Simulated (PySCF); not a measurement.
How methods differ on the excitation energy of Pb⁺

Pb⁺ [Xe] 4f14 5d10 6s2 6p1 (2P) → Pb⁺ [Xe] 4f14 5d10 6s1 6p1 7s1 (4P), as a difference of total energies. All numbers are calculated (PySCF 2.14, a scalar-relativistic core potential, in aug-cc-pVTZ-PP with ECP60MDF (6s5p4d2f, 55 functions)). Correlated levels: valence: 5s2 5p6 5d10 frozen. The calculations carry no spin-orbit coupling.

```tsv
method	excitation energy (cm⁻¹)
UHF	106520
LDA	124230
PBE	120810
PBE0	118980
r2SCAN	120500
wB97X	123140
B97-3	121170
M06-2X	117450
BLYP	122750
MP2 (valence)	110980
SCS-MP2 (valence)	112760
```

The promoted electron is Rydberg-like, and one or two diffuse shells describe it only roughly, which tends to raise the upper state.
